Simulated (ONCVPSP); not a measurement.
## Before and after: ONCV potential for germanium (Ge)

```json
{
 "Element": "Ge (Z = 32)",
 "Generator": "ONCVPSP 4.0.1",
 "Type": "optimised norm-conserving Vanderbilt (ONCV)",
 "Functional": "LDA (Perdew-Zunger)",
 "Relativity": "scalar-relativistic",
 "Frozen core": "[Ar] 3d10",
 "Valence charge": "4",
 "Reference configuration": "4s2 4p2",
 "Partial waves": "4s: rc 1.60 bohr, ncon 4, nbas 9, qcut 4.4 1/bohr, 1 projector; 4p: rc 1.60 bohr, ncon 4, nbas 7, qcut 4.5 1/bohr, local; d scattering state at 0.46 Ha: rc 1.95 bohr, ncon 3, nbas 7, qcut 5 1/bohr, 2 projectors, debl 3.4 Ha",
 "Local potential": "the p channel",
 "Core correction": "Teter function fitted to the true core (icmod 2), fcfact 0.55"
}
```

All-electron outer shells of the reference configuration (LDA (Perdew-Zunger), scalar-relativistic, ld1.x):

| shell | level (eV) | outermost node (bohr) | outermost maximum (bohr) |
| --- | --- | --- | --- |
| 3p | -115.38 | 0.23 | 0.54 |
| 3d | -29.55 | – | 0.50 |
| 4s | -11.95 | 0.77 | 1.73 |
| 4p | -4.05 | 0.82 | 2.19 |

Change: p: nproj 1; local potential polynomial inside 1.50 bohr (lpopt 5, dvloc0 0 Ha).

Cutoffs: the cutoffs (Ha) at which the residual kinetic energy of the hardest occupied pseudo-wave falls to 1 and 0.1 mHa per electron; they do not see the model core or the augmentation charge, which bear on the density cutoff. Errors are all-electron minus pseudo energies relative to the spin-unpolarised reference configuration.

Problem. What does the change do?

Solution. The potential gets neither clearly harder nor softer (8.7 Ha and 33 Ha → 8.7 Ha and 33 Ha); the bound ghost in s disappears; the lowest positive-energy flag moves from none to s at 33.9 eV; of the 4 tests that both files solve, the error grows in 0 and shrinks in 4 by more than 15 % and 0.3 meV (median size 15.9 → 7.6 meV); the range in which the s phases agree narrows (upper end 3.7 → 0.7); the range in which the p phases agree narrows (upper end 2.7 → 1.1). In the separable form a ghost depends on how the local part lies against the semilocal potential of the channel, so the choice of the local part can create or remove one.

| quantity | base | changed |
| --- | --- | --- |
| cutoff, loose | 8.7 Ha | 8.7 Ha |
| cutoff, tight | 33 Ha | 33 Ha |
| bound ghosts | s | none |
| GHOST(+) flags under 300 eV | none | s at 33.9 eV |
| error for 4s2 4p1, meV [ΔE 7.64 eV] | -2.1 | +0.1 |
| error for 4s2 4p0, meV [ΔE 23.35 eV] | -24 | -9.2 |
| error for 4s1 4p0, meV [ΔE 58.57 eV] | -177 | -132 |
| error for 4s1 4p3, meV [ΔE 8.04 eV] | -7.4 | -6.0 |
| s: phases at 1.62 bohr within 0.05 rad from the reference energy up to (Ha; the scan ends near 5) | 3.7 | 0.7 |
| p: phases at 1.62 bohr within 0.05 rad from the reference energy up to (Ha; the scan ends near 5) | 2.7 | 1.1 |
| d: phases at 1.98 bohr within 0.05 rad from the reference energy up to (Ha; the scan ends near 5) | 4.6 | 4.8 |
| rms error of d²Exc/dni dnj with the model core, mHa | 1.24 | 1.24 |

Base: The cutoffs count occupied waves only; projector 2 of the d channel, the hardest unoccupied one, needs 86 Ha at the loose tolerance. Changed file: The cutoffs count occupied waves only; projector 2 of the d channel, the hardest unoccupied one, needs 86 Ha at the loose tolerance. A true bound ghost makes a file unfit for plane-wave use even where its test errors are small: the radial tests pick states by their node count and pass the ghost by.
